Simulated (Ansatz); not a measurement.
Energy needed to pull apart B2HClO (SMILES ClB1BO1), singlet, into free ground-state atoms, from the structure below (at a frame of a short PBE0-D4/def2-SVP trajectory); no zero-point or spin–orbit terms; open-shell atoms are treated unrestricted, in their ground-state multiplicity.

```xyz
5
angstrom
Cl -2.2892 -0.5576 0.2434
B -0.6983 -0.1066 0.0745
B 0.7138 0.5085 -0.0743
O 0.4810 -0.8644 -0.0621
H 1.8322 1.0147 -0.1628
```

Computed with Ansatz 0.2.0 (basis: def2-TZVPP); correlated methods freeze the cores.

```csv
method,atomization energy (kcal/mol)
PBE-D4,504.9
r2SCAN-D4,494.2
PBE0-D4,490.9
wB97M-V,489.8
HF,356.2
MP2,?
CCSD,?
CCSD(T),467.4
```

Task: What does CCSD give? (Judge from chemistry; the value comes from the calculation.)

Result: Computed: 456.6 kcal/mol, which is about 10.8 kcal/mol less than CCSD(T)/def2-TZVPP.

Task: What does MP2 give? (Judge from chemistry; the value comes from the calculation.)

Result: By the calculation: 492.6 kcal/mol, which is about 25.2 kcal/mol more than CCSD(T)/def2-TZVPP.

In triple zeta the MP2 and coupled-cluster atomization energies are still short of their basis limit by a few kcal/mol a bond, whereas those of the functionals are nearly converged, so these differences are not deviations from converged CCSD(T).

No T1 diagnostic of these runs exceeds 0.015.

For scale, one of the runs: CCSD(T)/def2-TZVPP forces, 149 basis functions, launched by `ansatz run in.yaml --threads 1 --pin off --events-out ev --progress --plain --max-ram 4352MiB`. Time: 2.4 min of wall clock on 1 CPU thread; the host was shared. Peak host memory: 1.7 GiB.
